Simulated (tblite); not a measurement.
C5H9FN2Si.
Atom-mapped SMILES: `[CH3:1][CH2:2][c:3]1[c:4]([F:5])[cH:6][n:7][n:8]1[SiH3:9]` (hydrogens: H10, H11, H12 on C1; H13, H14 on C2; H15 on C6; H16, H17, H18 on Si9)

Geometry (GFN2-xTB, Å), atoms numbered from 1 in this order:
```xyz
18
C5H9FN2Si angstrom
C     -1.684   -1.334   -0.626
C     -0.987   -0.843    0.646
C     -0.257    0.429    0.402
C     -0.691    1.734    0.471
F     -1.918    2.150    0.830
C      0.398    2.536    0.101
N      1.427    1.771   -0.178
N      1.039    0.495    0.000
Si     2.246   -0.756   -0.277
H     -2.216   -2.261   -0.427
H     -0.958   -1.510   -1.416
H     -2.399   -0.591   -0.973
H     -1.735   -0.673    1.423
H     -0.284   -1.602    0.997
H      0.459    3.603    0.032
H      1.696   -1.677   -1.274
H      3.402   -0.010   -0.738
H      2.453   -1.453    0.994
```

Level: GFN2-xTB in tblite, geometry and Hessian alike; calculated harmonic values, unscaled, isolated species. Against measured fundamentals such values can be off by several per cent, at times by over 20. Modes of hydrogen on silicon can be 10 to 20 % off. One conformer, not necessarily the lowest.

Harmonic wavenumbers (cm⁻¹): 54.0, 71.5, 102.8, 147.2, 165.9, 188.9, 254.1, 298.9, 400.6, 413.7, 462.7, 579.5, 584.6, 624.6, 645.5, 670.7, 731.0, 742.4, 767.3, 795.5, 819.3, 834.1, 967.9, 1013.9, 1078.2, 1081.6, 1106.3, 1174.8, 1228.9, 1243.5, 1319.0, 1351.1, 1407.2, 1432.7, 1462.4, 1485.6, 1495.5, 1501.1, 1607.8, 2249.4, 2260.7, 2384.7, 2972.3, 2981.6, 3038.5, 3041.0, 3045.0, 3183.7.

A = 1848, B = 1221, C = 787.9 MHz; mass 144.052 u (most abundant isotopes); point group C1, symmetry number 1.

Problem. Zero-point energy?

Solution. Half the sum of the wavenumbers: 28735 cm⁻¹ = 343.74 kJ/mol.

Problem. What is S at 500 K and 1 bar for an ideal gas of classical rigid rotors and harmonic oscillators?

Solution. Translation 181.59, rotation 130.22, vibration 209.71: S = 521.5 J/(mol K).

Problem. And Cp and H(500 K) − H(0)?

Solution. Cp = 238.87 J/(mol K), of which vibrations give 205.62 (their classical limit is 48 R = 399.1); H(500 K) − H(0) = 70.64 kJ/mol without the zero-point energy, 54.01 from vibrations.

Problem. Which modes carry the vibrational entropy at 500 K?

Solution. 54.0 cm⁻¹: 23.80; 71.5 cm⁻¹: 21.48; 102.8 cm⁻¹: 18.47; 147.2 cm⁻¹: 15.52; 165.9 cm⁻¹: 14.54; 188.9 cm⁻¹: 13.48 J/(mol K); the other 42 give 102.41 together.

Problem. Blend soft modes into free rotors: weight 1/[1 + (100 cm⁻¹/ν̃)⁴] for the oscillator and the rest for a rotor with moment μB/(μ + B), μ = h/(8π²ν), B = 10⁻⁴⁴ kg m². What vibrational entropy results?

Solution. 195.27 J/(mol K) in place of 209.71, which changes −T·S at 500 K by +7.22 kJ/mol.

Problem. How do the functions run with temperature in this model?

Solution. 
```json
{"T (K)": "150", "S (J/(mol K))": "329.7", "Cp (J/(mol K))": "99.9", "H − H(0) (kJ/mol)": "9.97", "G − H(0) (kJ/mol)": "-39.49", "ln q(vib)": "2.98"}
{"T (K)": "250", "S (J/(mol K))": "390.8", "Cp (J/(mol K))": "143.4", "H − H(0) (kJ/mol)": "22.11", "G − H(0) (kJ/mol)": "-75.59", "ln q(vib)": "5.64"}
{"T (K)": "298.15", "S (J/(mol K))": "417.8", "Cp (J/(mol K))": "164.3", "H − H(0) (kJ/mol)": "29.52", "G − H(0) (kJ/mol)": "-95.06", "ln q(vib)": "6.91"}
{"T (K)": "400", "S (J/(mol K))": "472.0", "Cp (J/(mol K))": "205.2", "H − H(0) (kJ/mol)": "48.39", "G − H(0) (kJ/mol)": "-140.41", "ln q(vib)": "9.61"}
{"T (K)": "600", "S (J/(mol K))": "567.6", "Cp (J/(mol K))": "266.5", "H − H(0) (kJ/mol)": "95.96", "G − H(0) (kJ/mol)": "-244.60", "ln q(vib)": "14.80"}
{"T (K)": "900", "S (J/(mol K))": "687.6", "Cp (J/(mol K))": "323.9", "H − H(0) (kJ/mol)": "185.30", "G − H(0) (kJ/mol)": "-433.51", "ln q(vib)": "22.08"}
```

q(vib) and H(0) count from the zero-point level.

Hindered rotation and anharmonicity are outside this model. Other conformers, if any are populated, would add a mixing term that is left out. The structure is chiral; the term R ln 2 for an equal mix with its mirror image is left out.
